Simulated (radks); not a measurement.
All-electron atom: Cd33+ in [Ne] 3s2 3p3 (the NIST ground configuration). Calculated with a radial shooting solver on a logarithmic mesh with Libxc functionals: Dirac Kohn-Sham, PBE, spin-unpolarised, spherical densities, finite nucleus; open shells fill j = l - 1/2 first; Fermi nuclear charge, rms radius 4.6087 fm.

Radial electron density D(r) = 4 pi r^2 rho(r):

r (bohr),D(r) (e/bohr)
0.002015,4.592
0.002254,5.535
0.002501,6.568
0.002797,7.874
0.003129,9.407
0.003472,11.06
0.003883,13.11
0.004343,15.47
0.004819,17.96
0.00539,20.97
0.006029,24.33
0.00669,27.75
0.007483,31.73
0.00837,35.95
0.009287,40.02
0.01039,44.46
0.01162,48.79
0.01289,52.57
0.01442,56.18
0.01613,59.10
0.0179,61.03
0.02002,62.13
0.02239,62.13
0.02484,61.19
0.02779,59.35
0.03108,56.98
0.03449,54.74
0.03858,52.84
0.04315,52.04
0.04788,52.69
0.05355,55.09
0.0599,59.05
0.06646,63.57
0.07434,68.33
0.08315,71.68
0.09226,72.40
0.1032,69.76
0.1154,63.46
0.1281,54.98
0.1433,44.53
0.1602,34.67
0.1778,27.60
0.1989,23.14
0.2224,21.71
0.2468,21.94
0.2761,22.18
0.3088,21.00
0.3426,18.18
0.3832,13.78
0.4286,9.085
0.4756,5.390
0.532,2.623
0.595,1.067
0.6603,0.3883
0.7385,0.1060
0.826,0.02279
0.9166,0.004317
1.025,0.0005429

D(r) has 3 maxima, at r = 0.0212, 0.0901, 0.270 bohr, and minima at 0.0435, 0.228 bohr, inside which lie 2.09, 10.67 electrons.
